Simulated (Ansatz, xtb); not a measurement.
C2H12BNSi2: 3 structures ranked

3 gas-phase structures of C2H12BNSi2, from a drawn sample of its isomers (lower ones may exist). Each was relaxed with GFN2-xTB; where two conformers were screened, the lower at r2SCAN-D4/def2-SVP//GFN2-xTB is listed:

A. `CB(C)N([SiH3])[SiH3]`, a singlet
B. `BN[Si@H]([SiH3])CC`, a singlet
C. `CB(C)N[SiH2][SiH3]`, a singlet

Make a reasoned guess at their ranking by r2SCAN-D4/def2-SVP//GFN2-xTB single-point energy.

Calculated order at r2SCAN-D4/def2-SVP//GFN2-xTB: A (0.0), C (7.0), B (21.8) kcal/mol.

Energies above the lowest of each column, in kcal/mol; the last columns are at r2SCAN-D4/def2-SVP geometries:

```tsv
structure	GFN2-xTB	HF/STO-3G	r2SCAN-D4/def2-SVP//GFN2-xTB	r2SCAN-D4/def2-SVP	CCSD(T)/def2-SVP + ΔMP2/def2-TZVPP
A	0.0	0.0	0.0	0.0	0.0
C	21.9	4.1	7.0	6.0	10.1
B	23.3	12.4	21.8	20.0	21.8
```

Every level run on A puts it lowest or level with the lowest. Flexible structures stand in one conformer each, not always the lowest. ΔMP2 is the change of the MP2 energy from the smaller to the larger basis.

Programs: Ansatz 0.2.0, xtb 6.7.1.
